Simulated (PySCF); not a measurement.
SMILES [CH2]OCC, doublet, PBE0/def2-SVP optimised geometry.

```
11

C     -1.25    -0.59     0.00
O      0.10    -0.59     0.00
C      0.72     0.52     0.61
C      0.69     0.46     2.12
H     -1.69    -1.45    -0.50
H     -1.76     0.38     0.00
H      0.25     1.45     0.24
H      1.76     0.52     0.24
H      1.17    -0.47     2.48
H     -0.35     0.47     2.49
H      1.22     1.31     2.56
```

Density from unrestricted PBE0/def2-TZVP (PySCF 2.14.0) at that geometry.

Minimum of the electron density along straight lines between bonded atoms, close to the bond critical point (lines longer than 1.1 times the sum of covalent radii, or with two minima, are not listed):

| bond | length / Å | ρ at the minimum / e bohr⁻³ | ∇²ρ there / e bohr⁻⁵ | position (fraction from the first atom) |
|---|---|---|---|---|
| C1–O2 | 1.346 | 0.294 | -0.27 | 0.33 |
| O2–C3 | 1.410 | 0.260 | -0.52 | 0.65 |
| C3–C4 | 1.515 | 0.255 | -0.66 | 0.51 |
| C1–H5 | 1.091 | 0.282 | -0.99 | 0.65 |
| C1–H6 | 1.098 | 0.276 | -0.95 | 0.65 |
| C3–H7 | 1.108 | 0.276 | -0.95 | 0.65 |
| C3–H8 | 1.101 | 0.282 | -0.99 | 0.65 |
| C4–H9 | 1.100 | 0.272 | -0.92 | 0.64 |
| C4–H10 | 1.100 | 0.272 | -0.92 | 0.64 |
| C4–H11 | 1.101 | 0.271 | -0.90 | 0.64 |
